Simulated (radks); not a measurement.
Numerical settings for neutral platinum, [Xe] 4f14 5d9 6s1. Calculated with a radial shooting solver on a logarithmic mesh with Libxc functionals: Dirac Kohn-Sham, PBE, spin-unpolarised, spherical densities, finite nucleus; open shells fill j = l - 1/2 first; Fermi nuclear charge, rms radius 5.427 fm. The defaults (mesh step 0.008 in ln r, mesh end at 40 bohr or more with all orbitals vanishing there, Anderson mixing 0.5 over 9 steps, residual threshold near 1e-9 with the energy settled to 1e-9 hartree or 1e-11 of itself, here a cap of 65 iterations) give E = -18442.899 hartree and 5d5/2 at -5.603 eV in 15 iterations. Run on one thread of a shared host, so times are rough (Arm Neoverse N1): 0.22 s of CPU time, 0.22 s wall, 15 iterations on 2440 mesh points. Changes against that run (0 stands for a change within the tolerance of the run):

setting                    iterations         converged  E (mhartree)  e(5d5/2) (meV)  CPU (s)
mesh step in ln r 0.05             15               yes        +0.115          -0.017     0.06
mesh step in ln r 0.005            15               yes             0               0     0.34
mesh step in ln r 0.08              4                no      diverged               -     0.03
mesh end (bohr) 400                15               yes             0               0     0.22
mesh end (bohr) 1                  14  level above zero     +3.05e+05       +6.41e+05     0.14
residual threshold 1e-05           12               yes             0          -0.227      0.2
residual threshold 0.01             9               yes      +0.00201           -15.7     0.17
mixing 1.5                         16               yes             0               0     0.24
linear mixing, mixing 0.8          65                no     +1.34e+05       -2.87e+05      2.3
linear mixing, mixing 0.2          65                no             0               0     0.66
mixing history 3                   16               yes             0               0     0.22
iteration cap 8                     8                no      +0.00201           -15.7     0.12

Settled on a wrong energy, with an occupied level pushed above zero by the early mesh end: mesh end (bohr) 1 (+305 hartree). Apart from these: no run marked as converged misses the energy by more than 1 mhartree. A mesh that ends early acts as a hard wall.
